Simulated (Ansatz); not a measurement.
Ansatz (a program for electronic structure) input:

Ansatz 0.2 input:
```yaml
crystal:
  periodic: [false, false, false]
  atoms:
    - {symbol: B, position_ang: [-0.73191922, 0.19699974, 0.22690698]}
    - {symbol: O, position_ang: [0.45163180, -0.32443455, -0.08782496]}
    - {symbol: H, position_ang: [-1.05771089, 1.34062764, 0.05627479]}
    - {symbol: H, position_ang: [1.10425261, 0.26985007, -0.48820997]}
basis:
  gaussian:
    orbitals: aug-cc-pVDZ
magnetization: {spin_polarized: true, initial_magnetization: 1}
correlation: {method: ccsd_t, electrons: outside_noble_gas}
output: {forces: true}
```

Q: Predict the final energy.

A: -100.99128 Eh (CCSD(T)/aug-cc-pVDZ). The basis has 64 functions.

It need not be the lowest isomer of its formula.
